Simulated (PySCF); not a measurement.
Species: C5H7B2F2N.
Bonds: F1–B2, B2–F3, B2–B4, B4–N5, N5–C6 (aromatic), C6–C7 (aromatic), C7–C8 (aromatic), C8–C9 (aromatic), C9–C10 (aromatic), N5–C10 (aromatic). Hydrogens: H11, H12 on B4; H13 on C6; H14 on C7; H15 on C8; H16 on C9; H17 on C10.

Level: wB97X-D/def2-SVPD in PySCF, non-relativistic, on one gas-phase PBE0-D3(BJ)/def2-SVP geometry that isn't relaxed in the solvent. The solvent is an IEF-PCM continuum (Bondi radii, 1.10 Å for H, scaled by 1.2), and excitations are vertical TDDFT with non-equilibrium linear response and a frozen core. Only the electrostatic response of the medium enters.

Gas-phase singlets (H = HOMO, L = LUMO):

```csv
state,E (eV),λ (nm),f,leading configuration
S1,4.730,262,0.162,H→L 97%
S2,5.118,242,0.006,H→L+1 66%
S3,5.568,223,0.007,H-1→L 96%
S4,5.875,211,0.090,H-2→L 58%
S5,6.454,192,0.021,H-1→L+1 96%
```

**Question.** What are the lowest 5 singlets in dimethylsulfoxide (ε = 46.83)?

**Answer.** 
| state | E (eV) | λ (nm) | f | leading configuration | change by rank (eV) |
| --- | --- | --- | --- | --- | --- |
| S1 | 5.353 | 232 | 0.061 | H-1→L 69% | +0.623 |
| S2 | 5.361 | 231 | 0.211 | H→L 96% | +0.243 |
| S3 | 6.236 | 199 | 0.097 | H→L+1 66% | +0.668 |
| S4 | 6.363 | 195 | 0.007 | H-2→L 89% | +0.488 |
| S5 | 6.614 | 187 | 0.212 | H-1→L+1 71% | +0.160 |

**Question.** How do the frontier levels move from gas to dimethylsulfoxide?

**Answer.** 
| orbital | gas (eV) | solvent (eV) | change (eV) | Löwdin shares, gas | Löwdin shares, solvent |
| --- | --- | --- | --- | --- | --- |
| LUMO+2 | 1.79 | 2.01 | +0.22 | C8 16 %, C7 14 %, C9 12 %, H15 10 % | B2 32 %, B4 27 %, F3 5 %, F1 5 % |
| LUMO+1 | 0.22 | 0.75 | +0.53 | C9 19 %, C7 19 %, C6 18 %, C10 17 % | C9 19 %, C7 19 %, C6 17 %, C10 16 % |
| LUMO | -0.49 | 0.00 | +0.49 | C8 24 %, N5 21 %, C10 12 %, C6 12 % | C8 24 %, N5 21 %, C10 13 %, C6 12 % |
| HOMO | -9.02 | -9.28 | -0.26 | B4 32 %, B2 21 %, H11 11 %, N5 7 % | B4 29 %, B2 20 %, H11 11 %, N5 9 % |
| HOMO-1 | -10.12 | -10.03 | +0.09 | B4 39 %, H12 24 %, H11 16 %, B2 6 % | C10 21 %, C6 21 %, C7 20 %, C9 19 % |
| HOMO-2 | -10.57 | -10.45 | +0.12 | C10 21 %, C6 20 %, C9 20 %, C7 20 % | B4 38 %, H12 24 %, H11 15 %, B2 7 % |
| HOMO-3 | -11.75 | -11.35 | +0.40 | C8 23 %, N5 19 %, C9 13 %, C7 13 % | C8 25 %, N5 15 %, C9 15 %, C7 14 % |

The HOMO–LUMO gap goes from 8.53 to 9.28 eV. Rows go by rank; for HOMO-2, HOMO-1 and LUMO+2 the atom shares or the degeneracy differ between the runs, so the row needn't follow one orbital.

Conformer computed: `[F:1][B:2]([F:3])[BH2-:4][n+:5]1[cH:6][cH:7][cH:8][cH:9][cH:10]1`: F1–B2–B4–N5 -168°, B2–B4–N5–C6 113°.
